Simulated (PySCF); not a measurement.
**Kr⁺ (krypton, charge +1) across methods**

[Ar] 3d10 4s2 4p4 4d1, one real determinant (an excited configuration). Computed with PySCF 2.14 in aug-cc-pwCVDZ-PP with ECP10MDF, with a scalar-relativistic core potential.

```
 method  E (hartree)  mean ε 4p α (eV)  mean ε 4p β (eV)  mean ε 4d α (eV)  Σ⟨r²⟩ (bohr²)   ⟨S²⟩
 M06-2X    -462.6660           -25.476           -23.318            -6.927          34.06  3.755
 PBEsol    -462.0685           -22.225           -20.283            -5.175          33.93  3.752
   PBE0    -462.4531           -24.075           -21.881            -6.235          33.85  3.753
wB97X-V    -462.4471           -26.478           -24.487            -8.202          33.87  3.752
    UHF   -461.14977           -28.710           -25.467            -8.616          33.99  3.759
    LDA    -461.8367           -22.318           -20.446            -5.091          33.96  3.751
 r2SCAN    -462.3437           -22.932           -20.811            -5.331          33.82  3.754
    PBE    -462.4806           -22.225           -20.312            -5.247          33.93  3.752
    M06    -462.5815           -23.834           -21.700            -5.781          33.75  3.752
```

⟨L²⟩ = 8.01 against 12 for a pure F term, so this real determinant mixes terms. Energies and moments cover only the electrons outside the core potential. The outer electron is Rydberg-like, and this basis confines it to a smaller radius and binds it less than a complete one would.
